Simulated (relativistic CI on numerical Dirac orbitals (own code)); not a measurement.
## What each ingredient does to the levels of Bi XV

Base calculation: Dirac-Coulomb-Breit CI, orbitals from a KLI potential per configuration, QED by a radiative potential, unscaled Slater integrals.

Configurations in the expansion (outside the closed core [Kr] 4d10): 4f14.5s2.5p6.5d, 4f14.5s2.5p6.5f, 4f14.5s2.5p5.5d2, 4f14.5s2.5p6.6s, 4f14.5s2.5p6.6p, 4f14.5s2.5p6.5g, 4f14.5s.5p6.5d2, 4f14.5s2.5p5.5d.5f, 4f14.5s2.5p6.6d, 4f14.5s2.5p5.5d.5g, 4f14.5s.5p6.5d.5f, 4f14.5s2.5p6.7s, 4f14.5s2.5p5.5d.6s, 4f14.5s2.5p6.7p, 4f14.5s2.5p6.6f, 4f13.5s2.5p6.5d2, 4f14.5s2.5p5.5d.6p, 4f14.5s2.5p6.7d, 4f14.5s.5p6.5d.5g, 4f14.5s2.5p6.8s, 4f14.5s2.5p6.8p, 4f14.5p6.5d3, 4f14.5p5.5d4. Double excitations out of closed p, d and f shells are left out; levels of such configurations are missing from the list, as are those of other unlisted configurations, and high levels can miss mixing partners. Some configurations lack a partner that the ground configuration has and come out too high, among them 4f14.5s2.5p5.5d.5f, 4f14.5s2.5p5.5d.5g, 4f14.5s2.5p5.5d.6s, 4f13.5s2.5p6.5d2, 4f14.5s2.5p5.5d.6p.

Variants: (1) valence Slater integrals scaled by 0.9; (2) configuration mixing switched off. Shifts of the energy above 4f14.5s2.5p6.5d 2D_3/2, in cm⁻¹, for the lowest level and the first level of each name with at least 55 % of one term (blank where a level changes its place among those of its configuration and J or its character, or is not in the variant):

| Level | Base | Δ(1) | Δ(2) |
| --- | --- | --- | --- |
| 4f14.5s2.5p6.5d 2D_3/2 | 0 | 0 | 0 |
| 4f14.5s2.5p6.5d 2D_5/2 | 36682 | +23 | +8 |
| 4f14.5s2.5p6.6s 2S_1/2 | 498849 | -59 | -170 |
| 4f14.5s2.5p5.5d2 4D°_1/2 | 545800 | +3728 | -7584 |
| 4f14.5s2.5p5.5d2 4D°_3/2 | 547823 | +3263 | -7103 |
| 4f14.5s2.5p5.5d2 4G°_9/2 | 588702 | +2601 | -5215 |
| 4f14.5s2.5p5.5d2 4G°_11/2 | 599927 | +2196 | -4701 |
| 4f14.5s2.5p5.5d2 2H°_11/2 | 631743 | +1080 | -4599 |
| 4f14.5s2.5p6.6p 2P°_1/2 | 651267 | -457 | -274 |
| 4f14.5s2.5p5.5d2 2G°_9/2 | 651728 |  | -5865 |
| 4f14.5s2.5p5.5d2 2P°_3/2 | 696983 | -4904 | -6485 |
| 4f14.5s2.5p6.6p 2P°_3/2 | 734172 | -1217 | -5105 |
| 4f14.5s2.5p6.6d 2D_3/2 | 970523 | -659 | -3451 |
| 4f14.5s2.5p6.6d 2D_5/2 | 985629 | -730 | -3943 |

At this charge transitions that keep the count of f electrons are usually good to a few per cent. Terms inside the open d or f shell come out 10 to 20 % too wide with unscaled integrals. Levels and lines within the n = 5 or 6 shells can be off by up to 10 % or somewhat more, and those that change n by about 2 %, since core polarisation is missing. Levels that differ in their count of f electrons can be misplaced by several ten thousand cm⁻¹, since the correlation energy of f electrons is missing or only estimated; rates across such gaps can be off by orders of magnitude.

Ionisation energy from one configuration of each of the two ions, the ground ones as tabulated or assumed: base 273.763 eV. The NIST ASD value (semi-empirical) is 272.6 ± 2.5 eV.

LS names give the leading component of a level, which can be under half, so a name can repeat, a term be missing and a line seem to break the LS rules.
